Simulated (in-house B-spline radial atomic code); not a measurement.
## Ionising the selenium ion Se³²⁺ with different functionals

Computed with an all-electron radial atomic-structure program (B-spline basis): non-relativistic Hamiltonian, point nucleus, spin-polarised at highest spin, spherical fractional occupations for the functionals. The ionisation energy is the difference of two self-consistent energies, 1s2 → 1s1, without Breit or QED terms; ε is the level of the shell that loses the electron (its least bound occupied spin orbital). There is no spin-orbit coupling in this Hamiltonian.

```
           method                    rung  ΔSCF (eV)  -ε(1s) (eV)
LDA exchange-only                     LDA    15112.8      14910.4
             BP86                     GGA          ?            ?
             OLYP                     GGA    15152.7      14943.8
              PBE                     GGA    15148.4      14940.6
             SCAN                meta-GGA    15154.3      14966.0
            TPSSh           global hybrid    15154.4      14977.7
        CAM-B3LYP  range-separated hybrid          ?            ?
```

Problem. What does BP86 give?

Solution. ΔSCF 15155.0 eV, and -ε(1s) = 14944.8 eV.

Problem. What does CAM-B3LYP give?

Solution. ΔSCF 15152.3 eV, and -ε(1s) = 14986.1 eV.

Problem. Among the functionals, which spreads more, the ΔSCF values or the orbital energies?

Solution. The orbital energies: ΔSCF values span about 42.2 eV and the orbital energies 75.7 eV.

Problem. How do they compare with the NIST value?

Solution. NIST lists 15367.493 eV ± 0.003 (tabulated theory, ground level to ground level). Errors run from -254.7 to -212.5 eV. The correlated functionals all miss on the same side by more than they spread, so the cause is common to them (relativity, Breit-QED terms, or a listed next ion that isn't the cheapest removal here) and closeness doesn't rank the functionals.
